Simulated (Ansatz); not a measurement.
`B/C=C/O` and `B/C=C(/O)OC` differ in one atom or group.

Ansatz, PBE0-D4/def2-TZVP geometries, multiplicity 1. Each molecule was computed in one conformer, which needn't be the lowest.

```
                                        property  `B/C=C/O`
           HOMO energy (ωB97M-V/def2-TZVPP) / eV      -9.77
             HOMO energy (B3LYP/def2-TZVPP) / eV      -7.38
             LUMO energy (B3LYP/def2-TZVPP) / eV      -1.67
             HOMO–LUMO gap (PBE/def2-TZVPP) / eV       4.11
size of the dipole moment (B3LYP/def2-TZVPP) / D       2.20
              HOMO energy (PBE0/def2-TZVPP) / eV      -7.60
```

What does the change do to each property? (Best estimate.)

Ansatz gave: 
```
                                        property  `B/C=C(/O)OC`  shift
           HOMO energy (ωB97M-V/def2-TZVPP) / eV          -8.98   0.79
             HOMO energy (B3LYP/def2-TZVPP) / eV          -6.61   0.77
             LUMO energy (B3LYP/def2-TZVPP) / eV          -1.23   0.44
             HOMO–LUMO gap (PBE/def2-TZVPP) / eV           3.83  -0.28
size of the dipole moment (B3LYP/def2-TZVPP) / D           5.29   3.09
              HOMO energy (PBE0/def2-TZVPP) / eV          -6.82   0.78
```

With PBE0 the HOMO rises by 0.78 eV and the LUMO rises by 0.45 eV, so the gap narrows by about 0.33 eV. PBE moves the HOMO by 0.77 eV and ωB97M-V by 0.79 eV. Dipoles are sizes alone; their direction can turn.

B3LYP here is the variant with VWN-RPA as its local correlation; programs differ in this.
